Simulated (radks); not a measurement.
Problem. Yb V, configuration [Xe] 4f12 (the NIST ground configuration). Calculated with a radial shooting solver on a logarithmic mesh with Libxc functionals: non-relativistic Kohn-Sham, r2SCAN, spin-polarised, spherical densities, point nucleus; open shells are filled with parallel spins first (spin-orbit coupling, left out, can overturn this in heavy ions); meta-GGA in the generalised Kohn-Sham scheme; relativity is left out, which matters for an element this heavy. Some entries of the table are withheld. Estimate them.

| orbital | occ. | eigenvalue (eV) | <r^2> (bohr^2) | r(max) (bohr) |
|---|---|---|---|---|
| 1s up | 1 | -56886.14 | 0.0006268 | 0.01436 |
| 1s down | 1 | -56886.13 | 0.0006268 | 0.01436 |
| 2s up | 1 | -9295.787 | 0.009865 | 0.07837 |
| 2s down | 1 | -9295.765 | 0.009865 | 0.07837 |
| 2p up | 3 | -8882.948 | 0.007315 | 0.06095 |
| 2p down | 3 | -8882.930 | 0.007315 | 0.06095 |
| 3s up | 1 | -2131.361 | 0.06245 | 0.2162 |
| 3s down | 1 | -2129.691 | 0.06241 | 0.2162 |
| 3p up | 3 | -1942.972 | 0.05808 | 0.2042 |
| 3p down | 3 | -1941.456 | 0.05803 | 0.2042 |
| 3d up | 5 | -1592.683 | 0.04568 | 0.1621 |
| 3d down | 5 | -1591.603 | 0.04563 | 0.1621 |
| 4s up | 1 | -458.1211 | 0.3103 | 0.4893 |
| 4s down | 1 | -455.5571 | 0.3106 | 0.4893 |
| 4p up | 3 | -380.6884 | 0.3245 | 0.4919 |
| 4p down | 3 | -378.1142 | 0.3249 | 0.4920 |
| 4d up | 5 | -241.1681 | 0.3608 | 0.4924 |
| 4d down | 5 | -238.5854 | 0.3617 | 0.4925 |
| 5s up | 1 | -94.9503 | 1.760 | 1.135 |
| 5s down | 1 | -94.1317 | 1.780 | 1.140 |
| 5p up | 3 | -72.7627 | 2.125 | 1.224 |
| 5p down | 3 | -72.1312 | 2.150 | 1.230 |
| 4f up | 7 | (1) | 0.5626 | 0.4699 |
| 4f down | 5 | (2) | 0.5768 | 0.4709 |
| 5d up | 0 | -38.9556 | 3.590 | 1.511 |
| 5d down | 0 | -38.6213 | 3.634 | 1.522 |
| 6s up | 0 | -30.2664 | 9.058 | 2.664 |
| 6s down | 0 | -30.0344 | 9.152 | 2.676 |

Solution. 
(1) 4f up eigenvalue (eV): -64.4534
(2) 4f down eigenvalue (eV): -62.0199
